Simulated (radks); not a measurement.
Species: Ge24+. Configuration: [He] 2s2 2p4. Calculated with a radial shooting solver on a logarithmic mesh with Libxc functionals: scalar-relativistic Kohn-Sham, LDA (Slater exchange, Perdew-Wang correlation), spin-unpolarised, spherical densities, finite nucleus; Fermi nuclear charge, rms radius 4.0742 fm.

Unscreened Slater integrals over Kohn-Sham orbitals (eV).

\begin{tabular}{lr}
integral & value \\ \hline
F0(2p,2p) & 142.03 \\
F2(2p,2p) & 67.715 \\
F0(2p,2s) & 129.64 \\
G1(2p,2s) & 73.492 \\
F0(2p,1s) & 192.82 \\
G1(2p,1s) & 35.647 \\
F0(2s,2s) & 121.82 \\
F0(2s,1s) & 170.89 \\
G0(2s,1s) & 16.618 \\
F0(1s,1s) & 545.13 \\
\end{tabular}

Derived for the open shells (J is the average intra-shell exchange parameter used in DFT+U). 2p: J = F2/5 = 13.54 eV; in LS coupling 1D lies 6 F2/25 = 16.25 eV above 3P.
